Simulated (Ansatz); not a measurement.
Mulliken charges of BrLi (`[Li][Br]`) from r2SCAN/def2-TZVPP in Ansatz (PBE0-D4/def2-TZVP geometry).

```json
{"atom": "Li1", "x (Å)": "-0.910", "y (Å)": "0.278", "z (Å)": "-0.476", "charge (e)": "0.663"}
{"atom": "Br2", "x (Å)": "0.940", "y (Å)": "-0.338", "z (Å)": "0.480", "charge (e)": "-0.663"}
```

By hand: the dipole of these point charges (1 e Å = 4.8032 D).

Σ q r = (-1.227, 0.408, -0.634) e Å, of length 1.440 e Å = 6.92 D.

How does the dipole of the full density compare? (Best estimate.)

Computed: (-1.275, 0.424, -0.659) e Å, 7.19 D; the point charges give 0.96 times that, at 0° from its direction.

Point charges leave out the atoms' own dipoles, such as those of lone pairs, and Mulliken's split depends on the basis, so the close match here is no proof of good charges.
